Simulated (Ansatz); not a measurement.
System: CF (charge 0, doublet). SMILES: [C]F
Geometry from a B3LYP-D3(BJ)/def2-TZVP (Ansatz, a first-principles code) optimisation:
```xyz
2

C      0.0000     0.0000    -0.7653
F      0.0000     0.0000     0.5102
```
Charge 0, spin multiplicity 2.

Wanted: atomisation energy, in kcal/mol. Terms: valence correlation only; non-relativistic; UHF or UKS for open shells; no spin-orbit coupling; atomisation electronic, to ground-state atoms. Basis-set limits of correlation are two-point, X^-3; Hartree-Fock from the larger set (for Q and 5 zeta extrapolated as (X+1)exp(-9√X)). First-principles rows: single points at B3LYP-D3(BJ) geometries (Ansatz).

```csv
species,coefficient,"E at B3LYP/STO-3G (Ansatz), Eh","E at wB97X-V/def2-TZVPD (Ansatz), Eh"
[C]F,-1,-135.85415,-137.79644
C atom,+1,-37.35240,-37.84665
F atom,+1,-98.26898,-99.73522
```

Coupled cluster (Ansatz) is a level with limits of its own, used here on species with T1 under 0.025 (0.045 for open shells) and stable references: CCSD(T)/CBS(cc-pVQZ,cc-pV5Z). Value to compare with, CCSD(T)/CBS(cc-pVQZ,cc-pV5Z) (Ansatz): 132.2 kcal/mol. 1 Eh = 627.5095 kcal/mol.

### Question
Compute it at each level from the table, and compare with CCSD(T)/CBS(cc-pVQZ,cc-pV5Z) (Ansatz).

### Answer

- B3LYP/STO-3G: the sum of coefficient times E is 0.23277 Eh, or 146.07 kcal/mol. Result: 146.1 kcal/mol. Its difference against CCSD(T)/CBS(cc-pVQZ,cc-pV5Z) (Ansatz) is 13.9 kcal/mol.
- wB97X-V/def2-TZVPD: the sum of coefficient times E is 0.21457 Eh, or 134.64 kcal/mol. Result: 134.6 kcal/mol. Its difference against CCSD(T)/CBS(cc-pVQZ,cc-pV5Z) (Ansatz) is 2.4 kcal/mol.
